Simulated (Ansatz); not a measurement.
Ansatz (a program for electronic structure) input file for C2H6BO2, SMILES CO[B]OC, multiplicity 2, CAM-B3LYP/def2-SVPD. Geometry: ωB97X-D3(BJ)/def2-SVP. The isomer is the one that the SMILES or the coordinates give; other isomers of the formula were not compared. Other conformers were not sampled.

Ansatz 0.2 input:
```yaml
crystal:
  periodic: [false, false, false]
  atoms:
    - {symbol: C, position_ang: [1.94865421, 0.53099515, 0.35016118]}
    - {symbol: O, position_ang: [1.31978656, -0.64779785, -0.13904072]}
    - {symbol: B, position_ang: [-0.01150455, -0.74848289, -0.28671833]}
    - {symbol: O, position_ang: [-0.87134009, 0.25037629, 0.02287417]}
    - {symbol: C, position_ang: [-2.27443657, 0.14280469, -0.11810315]}
    - {symbol: H, position_ang: [1.21447615, 1.22290323, 0.79015046]}
    - {symbol: H, position_ang: [2.68869823, 0.24375789, 1.11215421]}
    - {symbol: H, position_ang: [2.47230900, 1.03626497, -0.47678535]}
    - {symbol: H, position_ang: [-2.75145357, 0.29667794, 0.86267195]}
    - {symbol: H, position_ang: [-2.63144078, 0.92362461, -0.80806258]}
    - {symbol: H, position_ang: [-2.56794399, -0.84424078, -0.50955283]}
basis:
  gaussian:
    orbitals: def2-SVPD
hamiltonian:
  xc: {name: CAM-B3LYP}
magnetization: {spin_polarized: true, initial_magnetization: 1}
```

Program output:

```
WARN ansatz: RAYON_NUM_THREADS=1 ignored (pool sized by the plan → 1); use --threads N
Functional definition: CAM-B3LYP
integrals: 0.09 GiB planned
1251 factors; their error is unknown
integrals: 0.11 GiB planned
533 factors; integrals over basis functions are off by at most 1.7e-5 eV
mean field: 1.14 GiB planned
mean field evaluation 1: about -6928.6805 eV, gradient 3.9e1 eV
mean field evaluation 2: about -6926.4743 eV, gradient 4.8e1 eV
mean field evaluation 4: about -6934.5196 eV, gradient 1.5e0 eV
mean field evaluation 8: about -6934.5349 eV, gradient 8.5e-2 eV
mean field evaluation 16: about -6934.5102 eV, gradient 1.2e-4 eV
mean field -6934.51017436 eV, -254.8385485281 hartree, gradient 1.3e-5 eV, S^2 0.751758; 0 other end points of the search recorded, 0 dependent functions left out
reference -6934.51030206 eV, -254.8385532209 hartree; 20, 19 occupied and 134, 135 virtual orbitals, 1251 factors
Total energy: -6934.51030206 eV, -254.8385532209 hartree
```

The run converged.

Cost: about 8 core-seconds (a rough figure).
